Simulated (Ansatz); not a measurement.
Born–Oppenheimer molecular dynamics of ClH7OSi2 (11 atoms, charge 0, multiplicity 1). It starts at the highest image of a converged band. Of that band: Neighbouring images differ by up to 1.6 eV, so the band resolves the path poorly. A vibrational analysis at the climbing image gives one clearly imaginary mode, 1023i cm⁻¹: a first-order saddle point.

The calculation used RKS PBE-D4/def2-SVP (Ansatz 0.2.0).

- ensemble: NVE (velocity Verlet)
- time step: 0.5 fs
- steps asked: 200
- starting velocities drawn for: 300 K
- seed: 3511

First frame:

```xyz
11
Properties=species:S:1:pos:R:3
Si 0.111 -0.100 -0.013
H 0.510 0.214 1.634
H 1.419 0.463 -0.472
H -1.083 0.797 0.068
Cl -0.425 -1.204 -1.823
O 0.097 -1.700 0.908
Si -0.171 -3.380 0.527
H 0.854 -3.839 -0.458
H 0.030 -4.053 1.853
H -1.573 -3.566 0.047
H 0.371 -0.982 1.711
```

Task: What does the run give?

Result: All steps were run.

```
steps done                                               : 200
time covered                                             : 100 fs
mean temperature over the second half                    : 729 K
spread of the potential energy over the second half      : 19.1 meV per atom
mean potential energy of the second half above the start : -45.4 meV per atom
```

The conserved energy stayed within 0.085 meV per atom of its start (net change 0.019 meV per atom), so the integration is sound. The kinetic energy rose, since the run started high on the potential surface and went downhill. It ends in pieces (ClH3Si + H4OSi), so much of that is their flight and rotation, not heat. A run of 0.1 ps of so small a system gives no equilibrium averages. The orbitals stay closed-shell, which can raise the energy where a bond breaks towards radicals; this wasn't checked here.

Task: What happens to the structure?

Result: Between its relaxed ends the band would form Si1–O6, H2–H11 and break Si1–H2, O6–H11. These pairs go: Si1–O6 1.85 → 3.41 Å, H2–H11 1.21 → 4.20 Å, Si1–H2 1.72 → 1.50 Å, O6–H11 1.11 → 0.97 Å. In the last frame they stand as before the step (other bonds may differ from the relaxed reactants and products). It ends as ClH3Si + H4OSi. Pairs count as bonded within 1.25 times the sum of covalent radii (0.12 Å more for H–H). This is one draw of velocities; another would differ in detail.

Task: How do temperature and energy run in time?

Result: 
```
time (fs)  T (K)  potential energy less start (eV)  conserved less start (meV/atom)
        0    300                             0.000                             0.00
        3    216                             0.098                             0.07
        6    186                             0.132                             0.03
        9    141                             0.185                             0.07
       12    181                             0.139                             0.07
       15    305                            -0.006                             0.01
       18    326                            -0.030                             0.07
       21    408                            -0.125                             0.01
       24    385                            -0.099                             0.05
       27    371                            -0.082                             0.06
       30    431                            -0.152                             0.00
       33    357                            -0.066                             0.07
       36    365                            -0.076                             0.03
       39    363                            -0.073                             0.04
       42    354                            -0.062                             0.07
       45    451                            -0.175                             0.02
       48    462                            -0.188                             0.06
       51    487                            -0.217                             0.03
       54    465                            -0.192                             0.03
       57    410                            -0.127                             0.08
       60    476                            -0.205                             0.03
       63    526                            -0.262                             0.06
       66    660                            -0.418                             0.04
       69    810                            -0.593                             0.01
       72    850                            -0.639                             0.05
       75    914                            -0.714                             0.02
       78    874                            -0.668                             0.03
       81    790                            -0.570                             0.06
       84    785                            -0.564                             0.02
       87    739                            -0.510                             0.07
       90    812                            -0.595                             0.04
       93    907                            -0.706                             0.02
       96    928                            -0.730                             0.06
       99    966                            -0.775                             0.01
```

Time of the run: 6.9 min on 2 threads of Arm Neoverse V1, with other jobs on the host, peak memory 0.14 GiB.
